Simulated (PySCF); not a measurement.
Species: H₉NOSi₃.
Atom-mapped SMILES: `[NH2:1][Si@@H:2]([SiH3:3])[SiH2:4][OH:5]` (hydrogens: H6, H7 on N1; H8 on Si2; H9, H10, H11 on Si3; H12, H13 on Si4; H14 on O5)

Method: PBE0-D3(BJ)/def2-SVP geometry optimisation, gas phase in PySCF; density fitting, grid level 1; the optimiser is geomeTRIC in internal coordinates, started from a GFN2-xTB structure with every atom displaced at random (about 0.01 Å).

Step 2: E = -27293.9707 eV
```
atom  x, y, z in Å  |  force x, y, z in eV/Å
N1     -1.2864   -1.8590    0.0664   -0.006   0.065   0.070
Si2    -0.4192   -0.4769   -0.5719   -0.083  -0.182  -0.058
Si3    -1.3688    1.6223   -0.0849    0.041   0.058   0.036
Si4     1.7605   -0.5547    0.2719    0.018   0.111  -0.015
O5      2.4074    0.9380   -0.1311   -0.051  -0.016   0.001
H6     -1.2977   -1.9799    1.0752    0.018   0.020  -0.019
H7     -2.2213   -2.0255   -0.2954    0.016  -0.018  -0.021
H8     -0.4010   -0.6412   -2.0618    0.025   0.048   0.006
H9     -2.7811    1.6854   -0.5834   -0.007  -0.001  -0.001
H10    -1.4061    1.8300    1.3995   -0.002  -0.014  -0.005
H11    -0.5996    2.7542   -0.6899   -0.007  -0.014  -0.022
H12     2.5635   -1.6838   -0.2997    0.011  -0.002  -0.001
H13     1.7309   -0.7518    1.7613    0.001  -0.025   0.002
H14     3.3103    1.1283    0.1368    0.025  -0.030   0.025
```

Step 3: E = -27293.9756 eV
```
atom  x, y, z in Å  |  force x, y, z in eV/Å
N1     -1.2868   -1.8603    0.0789   -0.020   0.029  -0.036
Si2    -0.4286   -0.4883   -0.5840    0.000  -0.008  -0.005
Si3    -1.3579    1.6213   -0.0906    0.017   0.006  -0.004
Si4     1.7518   -0.5486    0.2609   -0.038  -0.034   0.006
O5      2.3910    0.9527   -0.1105    0.020   0.035   0.005
H6     -1.2889   -1.9618    1.0889    0.005   0.002   0.018
H7     -2.2197   -2.0442   -0.2792    0.012  -0.019   0.004
H8     -0.4037   -0.6343   -2.0748   -0.011  -0.024   0.006
H9     -2.7761    1.6913   -0.5742    0.001   0.008   0.010
H10    -1.3772    1.8277    1.3940    0.003   0.005  -0.003
H11    -0.5877    2.7415   -0.7158   -0.008  -0.009  -0.002
H12     2.5668   -1.6649   -0.3212    0.015   0.017  -0.004
H13     1.7162   -0.7759    1.7464    0.001  -0.010   0.002
H14     3.2923    1.1294    0.1741    0.004   0.001   0.004
```

Step 4: E = -27293.9774 eV
```
atom  x, y, z in Å  |  force x, y, z in eV/Å
N1     -1.2885   -1.8624    0.0840   -0.012   0.011  -0.036
Si2    -0.4351   -0.4956   -0.5916    0.019   0.050   0.005
Si3    -1.3485    1.6218   -0.0957    0.004  -0.009  -0.015
Si4     1.7458   -0.5463    0.2542   -0.030  -0.063   0.013
O5      2.3780    0.9641   -0.0913    0.024   0.035   0.007
H6     -1.2846   -1.9549    1.0948   -0.003  -0.006   0.014
H7     -2.2194   -2.0600   -0.2709    0.007  -0.012   0.006
H8     -0.4143   -0.6418   -2.0820   -0.018  -0.039   0.004
H9     -2.7724    1.7007   -0.5613    0.002   0.007   0.010
H10    -1.3482    1.8339    1.3880    0.007   0.008  -0.002
H11    -0.5792    2.7324   -0.7382   -0.004  -0.004   0.003
H12     2.5744   -1.6478   -0.3375    0.011   0.019  -0.007
H13     1.7066   -0.7955    1.7365   -0.003  -0.006  -0.001
H14     3.2769    1.1366    0.2039   -0.003   0.010  -0.002
```

Step 5: E = -27293.9807 eV
```
atom  x, y, z in Å  |  force x, y, z in eV/Å
N1     -1.2927   -1.8684    0.0961    0.012  -0.022  -0.001
Si2    -0.4512   -0.5132   -0.6099    0.035   0.123   0.011
Si3    -1.3200    1.6247   -0.1118   -0.019  -0.024  -0.027
Si4     1.7304   -0.5435    0.2373    0.006  -0.077   0.019
O5      2.3350    0.9950   -0.0325    0.011   0.008   0.011
H6     -1.2751   -1.9436    1.1083   -0.016  -0.019   0.000
H7     -2.2180   -2.1006   -0.2506   -0.007   0.007  -0.001
H8     -0.4504   -0.6737   -2.0982   -0.017  -0.047   0.000
H9     -2.7596    1.7298   -0.5204    0.002  -0.001   0.007
H10    -1.2571    1.8581    1.3670    0.012   0.008  -0.001
H11    -0.5560    2.7076   -0.8046    0.005   0.005   0.006
H12     2.5994   -1.5962   -0.3851    0.000   0.018  -0.011
H13     1.6814   -0.8560    1.7081   -0.009  -0.003  -0.006
H14     3.2254    1.1653    0.2894   -0.013   0.025  -0.009
```

**Question.** Estimate the geometry and energy of step 6. (The exact step hangs on the optimiser's Hessian estimate; all steps are aligned on step 5, rigid shifts and turns removed.)

**Answer.** E = -27293.9830 eV, largest force 0.117 eV/Å
```
atom  x, y, z in Å  |  force x, y, z in eV/Å
N1     -1.2960   -1.8728    0.1065    0.022  -0.031   0.027
Si2    -0.4626   -0.5258   -0.6216    0.026   0.114   0.008
Si3    -1.2942    1.6283   -0.1276   -0.022  -0.017  -0.021
Si4     1.7201   -0.5448    0.2243    0.027  -0.047   0.019
O5      2.2908    1.0187    0.0233   -0.005  -0.026   0.010
H6     -1.2706   -1.9402    1.1192   -0.018  -0.020  -0.010
H7     -2.2167   -2.1281   -0.2352   -0.014   0.019  -0.008
H8     -0.4842   -0.7074   -2.1071   -0.007  -0.033  -0.002
H9     -2.7459    1.7543   -0.4838    0.001  -0.007   0.002
H10    -1.1726    1.8838    1.3437    0.010   0.005   0.000
H11    -0.5384    2.6869   -0.8651    0.007   0.008   0.004
H12     2.6236   -1.5478   -0.4298   -0.006   0.012  -0.013
H13     1.6656   -0.9160    1.6815   -0.005  -0.004  -0.008
H14     3.1725    1.1964    0.3648   -0.015   0.026  -0.009
```

The energy changes by -0.0023 eV. The first-order estimate −F·Δx gives -0.0036 eV and the mean of the old and new forces, exact on a quadratic surface, -0.0025 eV. The step makes an angle of 84° with the force vector and moves no atom by more than 0.097 Å.

What follows is the cost of the whole optimisation. The run took 79 s wall on Arm Neoverse V2, one thread, shared host, and the process peaked at 0.53 GiB of memory.
